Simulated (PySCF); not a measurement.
**Working with the constants of BeBr**

UHF-CCSD(T) constants of BeBr, ²Σ⁺ (doublet), unpaired electrons σ ↑ (basis Be x2c-TZVPPall, Br x2c-TZVPPall; spin-free X2C with a Gaussian nucleus; PySCF 2.14; masses 9.0122 and 78.9183 u):

```
ωe              : 692.8 cm⁻¹
ωexe            : 3.58 cm⁻¹
Be              : 0.53246 cm⁻¹
αe              : 0.00433 cm⁻¹
D (centrifugal) : 1.26e-06 cm⁻¹
De to Be + Br   : 3.02 eV
```

Give the vibrational terms G(v) and spacings up to v = 6.

G(v) = ωe(v+½) − ωexe(v+½)².

| v | G(v) (cm⁻¹) | G(v) − G(v−1) | Bv (cm⁻¹) |
| --- | --- | --- | --- |
| 0 | 345.5 |  | 0.5303 |
| 1 | 1031.1 | 685.6 | 0.5260 |
| 2 | 1709.6 | 678.5 | 0.5216 |
| 3 | 2380.9 | 671.3 | 0.5173 |
| 4 | 3045.1 | 664.2 | 0.5130 |
| 5 | 3702.1 | 657.0 | 0.5086 |
| 6 | 4351.9 | 649.8 | 0.5043 |

How well does the Morse estimate ωe²/(4ωexe) reproduce De, and what is D0?

It gives 4.16 eV, 138 % of the computed De. D0 = De − G(0) = 3.02 − 0.04 = 2.98 eV.

Correlated steps freeze 9 core orbitals. Spin–orbit coupling is left out. The state was picked by a PBE0 search and need not be the measured ground state.
